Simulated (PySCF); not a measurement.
## Static response to an electric field

C₃H₃F₃O.
Structure used (PBE0-D3(BJ)/def2-SVP), in Å, numbered top down from 1:
```
atom  x, y, z in Å
C1    -1.4098   -0.4766    0.3242
C2    -0.8482    0.1486   -0.7054
O3     0.4623    0.5262   -0.8602
C4     1.3840    0.2752    0.0915
F5     2.5360    0.7517   -0.3355
F6     1.0853    0.8600    1.2495
F7     1.5246   -1.0281    0.3241
H8    -0.8679   -0.7813    1.2198
H9    -2.4763   -0.6970    0.2689
H10   -1.4037    0.4478   -1.5956
```

Level: CAM-B3LYP/def2-SVPD (PySCF), static field, nuclei fixed, core orbitals frozen in the response. The polarisability tensor in these axes (au):

```
x   50.61  4.71 -2.45
y    4.71 38.44 -4.40
z   -2.45 -4.40 43.20
```

Diagonalise the tensor; give its mean and Δα, where Δα² is half the sum of the squared differences of the eigenvalues.

Principal values 35.24, 43.36 and 53.65 au; mean 44.08 au = 6.53 Å³ = 7.27 × 10⁻⁴⁰ C²·m²/J; Δα = 15.98 au (36 % of the mean).

What is the dipole moment, and where does it point?

(-1.85, -0.29, -0.27) D, 1.89 D in size, pointing from the negative to the positive side. Measured along this direction, the outermost atoms are F5 at the negative end and H9 at the positive end.

Refractivity n − 1 of an ideal gas of it at 298.15 K and 1 atm, from the electronic α?

N = p/kT = 2.4615 × 10¹⁹ cm⁻³, so n − 1 = 2π × N × 6.53 × 10⁻²⁴ cm³ = 1010 × 10⁻⁶ at long wavelengths, for an ideal gas.

Rayleigh depolarisation ratio (linearly polarised light, static tensor)?

ρ = 3Δα²/(45ᾱ² + 4Δα²) = 765.7/(87454 + 1020.9) = 0.00865.

Orientational against electronic polarisability at 400 K (dilute gas, rigid molecules)?

In Gaussian units μ²/3kT = 21.61 Å³ against 6.53 Å³, a ratio of 3.31; the Debye molar polarisation (4π/3)N_A(α + μ²/3kT) is 71.0 cm³/mol, leaving out the vibrational part.

Find the Langevin capture rate constant for NH4+ (18.034 u) meeting this molecule (112.014 u), k = 2.342 × 10⁻⁹ cm³/s × √(α in Å³ / reduced mass in u).

The reduced mass is 15.53 u, so k = 1.52 × 10⁻⁹ cm³/s. The formula leaves out the permanent dipole, which adds to the capture rate.

Give the eigenvalues of the traceless quadrupole moment Θ = ½Σq(3rr − r²1), origin at the centre of nuclear charge.

-4.33, -0.19, 4.52 D·Å. The values depend on the origin, since the dipole doesn't vanish. The electronic extent ⟨r²⟩ about the same centre is 636 bohr², a root-mean-square distance of 1.78 Å for the 56 electrons.

One conformer (not necessarily the lowest) at the PBE0-D3(BJ)/def2-SVP geometry, without solvent, vibrations or thermal averaging.
